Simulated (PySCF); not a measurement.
C7H7NS.
Cartesian coordinates in Å at the GFN2-xTB level; atoms count from 1:
```
atom  x, y, z in Å
C1    -3.1389    0.2660   -0.0308
N2    -2.2339   -0.6026    0.0137
C3    -0.8845   -0.3013   -0.0109
C4    -0.3357    0.6285   -0.8972
C5     1.0271    0.8332   -0.9380
C6     1.8637    0.1278   -0.0811
S7     3.6019    0.4388   -0.1608
C8     1.3278   -0.8017    0.8028
C9    -0.0321   -1.0255    0.8242
H10   -4.1656   -0.0697   -0.0557
H11   -2.9691    1.3471   -0.0262
H12   -0.9847    1.1670   -1.5723
H13    1.4525    1.5430   -1.6312
H14    3.9465   -0.4389    0.7801
H15    1.9750   -1.3556    1.4680
H16   -0.4576   -1.7474    1.5038
```

Computed at PBE0/pcSseg-1 (PySCF, non-relativistic), with Q(14N) = 0.02044 b, Q(33S) = −0.0678 b: N2, 14N (I = 1): χzz = -5.479 MHz, η = 0.413; S7, 33S (I = 3/2): χzz = 42.51 MHz, η = 0.769.

(1) Where would the pure quadrupole (NQR) lines of 14N at N2 fall for the rigid, isolated species?

(2) Find the zero-field quadrupole resonance frequencies of 33S at S7.

Answers

(1) From ν± = (3/4)|χ|(1 ± η/3) and ν0 = |χ|η/2: ν+ 4.675 MHz, ν− 3.544 MHz, ν0 1.132 MHz (imine nitrogen).

(2) From ν = (|χ|/2)√(1 + η²/3): ν = 23.25 MHz (thiol sulfur).

In a crystal, neighbours and librations shift these lines. GFN2-xTB bond lengths can be off by several hundredths of an ångström, more for odd bonds, and the gradients follow them. With so small a basis the couplings can be 20 % off.

One conformer stands for the species.
